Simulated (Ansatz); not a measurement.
**Cost against result**

The pair of HCl (SMILES Cl, atoms 1–2) and Si$_{2}$H$_{6}$O$_{7}$ (SMILES O[Si](O)(O)O[Si](O)(O)O, atoms 3–17), both closed shells, in one local arrangement (a lower one may exist), relaxed at PBE0-D4/def2-TZVP:

Cl1  (0.336, -0.153, -3.606)
H2  (0.423, 0.197, -2.362)
O3  (-1.763, -1.523, -0.082)
Si4  (-0.141, -1.433, -0.061)
O5  (0.483, -2.519, -1.079)
O6  (0.501, -1.668, 1.428)
O7  (0.333, 0.098, -0.433)
Si8  (0.192, 1.439, 0.500)
O9  (-1.409, 1.480, 0.836)
O10  (0.600, 2.782, -0.306)
O11  (1.145, 1.307, 1.811)
H12  (-2.215, -0.730, 0.224)
H13  (0.231, -2.463, -2.004)
H14  (0.279, -2.479, 1.888)
H15  (-1.738, 2.206, 1.368)
H16  (1.519, 3.051, -0.277)
H17  (1.225, 0.410, 2.154)
(Å)

Interaction energies are counterpoise-corrected; the time is that of the whole pair.

Computed with Ansatz 0.2.0 (basis: as named in each row); correlated methods freeze the cores. B3LYP uses VWN-RPA correlation. Extrapolation: Hartree–Fock as exp(−7.88 √X), correlation as X^−2.97.

Times are rough, for one single point on 11 threads of a shared host (AMD EPYC 7R13), with one NVIDIA H100 (or a share of it) where marked.

The estimate by CCSD(T) at an estimated basis limit (MP2 extrapolated from triple and quadruple zeta, plus CCSD(T) − MP2 in triple zeta) is -5.51 kcal/mol.

| method | basis | time (s) | interaction energy (kcal/mol) | method less estimate |
| --- | --- | --- | --- | --- |
| HF | STO-3G | under 1 | -2.41 | 3.10 |
| PBE-D4 | STO-3G | under 1 | -11.76 | -6.25 |
| SPW92 | def2-SVP | 1 | -9.73 | -4.22 |
| B3LYP-D4 | 6-31G | 2 | -8.95 | -3.44 |
| PBE-D4 | def2-SVP | 2 | -7.42 | -1.91 |
| PBE0-D4 | def2-SVP | 2 | -7.22 | -1.71 |
| PBE-D4 | def2-TZVPPD | 2 (H100) | -6.53 | -1.02 |
| revPBE-D4 | def2-TZVPPD | 3 (H100) | -6.20 | -0.69 |
| BLYP-D4 | def2-TZVPPD | 3 (H100) | -6.36 | -0.85 |
| PBE0-D4 | def2-TZVPPD | 3 (H100) | -6.28 | -0.77 |
| B3LYP-D4 | def2-TZVPPD | 3 (H100) | -6.35 | -0.84 |
| HSE06-D4 | def2-TZVPPD | 3 (H100) | -6.22 | -0.71 |
| r2SCAN-D4 | def2-TZVPPD | 3 (H100) | -6.31 | -0.81 |
| B97M-V | def2-TZVPPD | 3 (H100) | -5.98 | -0.47 |
| CCSD(T) | def2-SVP | 3 (H100) | -3.60 | 1.91 |
| wB97M-V | def2-TZVPPD | 4 (H100) | -5.60 | -0.10 |
| wB97X-V | def2-TZVPPD | 4 (H100) | -5.54 | -0.03 |
| B2PLYP | def2-TZVPPD | 4 (H100) | -4.07 | 1.44 |
| wB97M-V | def2-SVP | 6 | -6.34 | -0.83 |
| MP2 | def2-QZVPPD | 7 (H100) | -5.66 | -0.15 |
| CCSD(T) | def2-TZVPPD | 41 (H100) | -4.73 | 0.77 |

The T1 diagnostic stays at or below 0.013.
